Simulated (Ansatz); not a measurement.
One change: `C=C(F)[Te]C` becomes `C=C(F)S[SiH3]`.

Ansatz, PBE0-D4/def2-TZVP geometries, multiplicity 1. Each molecule was computed in one conformer, which needn't be the lowest.

Elements past krypton have def2 core potentials.

```
                             property  `C=C(F)[Te]C`
    HOMO energy (PBE/def2-TZVPP) / eV          -5.06
HOMO–LUMO gap (B3LYP/def2-TZVPP) / eV           4.82
  HOMO energy (B3LYP/def2-TZVPP) / eV          -5.89
 HOMO–LUMO gap (PBE0/def2-TZVPP) / eV           5.25
  HOMO–LUMO gap (PBE/def2-TZVPP) / eV           3.39
   LUMO energy (PBE0/def2-TZVPP) / eV          -0.84
```

Task: What does the change do to each property? (Best estimate.)

Result: Ansatz gave: 
```json
{"property": "HOMO energy (PBE/def2-TZVPP) / eV", "`C=C(F)S[SiH3]`": "-5.91", "shift": "-0.85"}
{"property": "HOMO–LUMO gap (B3LYP/def2-TZVPP) / eV", "`C=C(F)S[SiH3]`": "6.30", "shift": "1.48"}
{"property": "HOMO energy (B3LYP/def2-TZVPP) / eV", "`C=C(F)S[SiH3]`": "-6.82", "shift": "-0.93"}
{"property": "HOMO–LUMO gap (PBE0/def2-TZVPP) / eV", "`C=C(F)S[SiH3]`": "6.74", "shift": "1.49"}
{"property": "HOMO–LUMO gap (PBE/def2-TZVPP) / eV", "`C=C(F)S[SiH3]`": "4.67", "shift": "1.28"}
{"property": "LUMO energy (PBE0/def2-TZVPP) / eV", "`C=C(F)S[SiH3]`": "-0.30", "shift": "0.54"}
```

With PBE0 the HOMO falls by 0.95 eV and the LUMO rises by 0.54 eV, so the gap widens by about 1.49 eV. PBE moves the HOMO by -0.85 eV and ωB97M-V by -0.98 eV.

B3LYP here is the variant with VWN-RPA as its local correlation; programs differ in this.

Spin–orbit coupling is left out; it splits and shifts lone-pair levels of the heavy atoms by tenths of an eV.
